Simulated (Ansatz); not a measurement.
The cluster B2O3. The state is a singlet with charge 0. Geometry PBE-D4/def2-SVP; atoms count from 1.

```xyz
5

B     1.040    0.335    0.737
B    -1.037   -0.338   -0.740
O    -2.007   -0.640   -1.414
O     0.013   -0.013   -0.013
O     1.991    0.656    1.430
```

The structure comes from a short search, and lower isomers may exist.

Q: Estimate the Mulliken populations from the PBE0/def2-TZVP orbitals of Ansatz.

A: 
```
atom  charge (e)
  B1        0.38
  B2        0.38
  O3       -0.24
  O4       -0.29
  O5       -0.24
```
Mulliken values and Mayer orders depend strongly on the basis.

Q: And the Mayer bond orders between bonded heavy atoms (over 0.3)?

A: B1–O4 1.20 (1.32 Å); B1–O5 2.29 (1.22 Å); B2–O3 2.29 (1.22 Å); B2–O4 1.20 (1.32 Å).
